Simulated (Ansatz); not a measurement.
The cluster V3O3⁺, relaxed as a singlet with RKS PBE-D4/def2-SVP in Ansatz, starting from the GFN1-xTB geometry. Force threshold 0.02 eV/Å.

The structure comes from a short search, and lower isomers may exist.

Start:

| atom | x (Å) | y (Å) | z (Å) |
| --- | --- | --- | --- |
| V1 | -0.695 | 1.654 | -1.522 |
| V2 | 0.866 | 0.436 | 1.961 |
| V3 | -0.064 | -1.884 | -0.200 |
| O4 | -0.561 | -0.853 | -1.274 |
| O5 | -0.053 | 1.618 | -0.087 |
| O6 | 0.508 | -0.970 | 1.122 |

| step | energy (eV) | largest force component (eV/Å) | SCF passes |
| --- | --- | --- | --- |
| 1 | -83157.0984 | 2.751 | 366 |
| 2 | -83157.9269 | 2.746 | 280 |
| 3 | -83159.3437 | 2.854 | 152 |
| 4 | -83160.1877 | 2.381 | 135 |
| 5 | -83160.5147 | 2.934 | 92 |
| 6 | -83160.9456 | 1.057 | 82 |
| 7 | -83161.2537 | 1.831 | 55 |
| 8 | -83161.5573 | 1.666 | 64 |
| 9 | -83162.0308 | 1.494 | 59 |
| 10 | -83162.2704 | 0.932 | 56 |
| 11 | -83162.2922 | 1.402 | 64 |
| 12 | -83162.5018 | 0.963 | 68 |
| 13 | -83162.6093 | 1.964 | 81 |
| 14 | -83162.8434 | 1.946 | 67 |
| 15 | -83163.1200 | 1.187 | 50 |
| 16 | -83163.2477 | 0.694 | 44 |
| 17 | -83163.3253 | 0.401 | 37 |
| 18 (rejected) | -83163.2980 | 0.566 | 36 |
| 19 | -83163.3442 | 0.123 | 34 |
| 20 | -83163.3472 | 0.089 | 29 |
| 21 | -83163.3483 | 0.025 | 29 |
| 22 | -83163.3484 | 0.006 | 30 |

Force components are those of the run's own axes.

End:

```xyz
6

V    -0.0379    1.0130   -1.0153
V     0.4515    0.3864    0.9692
V    -0.3867   -1.3768    0.0989
O    -0.6855   -0.5870   -1.4773
O    -0.3560    2.0073    0.3431
O     1.0144   -1.4429    1.0814
```

By distances, no bond broke or formed, bridged metal pairs apart. The bond that changes most is V1–O4, from 2.52 to 1.79 Å (atoms count from 1). A close non-bonded pair moves further: V1–V2, from 4.01 to 2.14 Å. Metal–metal contacts that move far: V1–V2 4.01 to 2.14 Å, V1–V3 3.83 to 2.66 Å. The end is the same structure that another start reached.

No frequencies were taken in this run, so the end may be a saddle point.

Hardware: 4 threads of Intel Xeon on a shared host. Wall time 1.7 min.
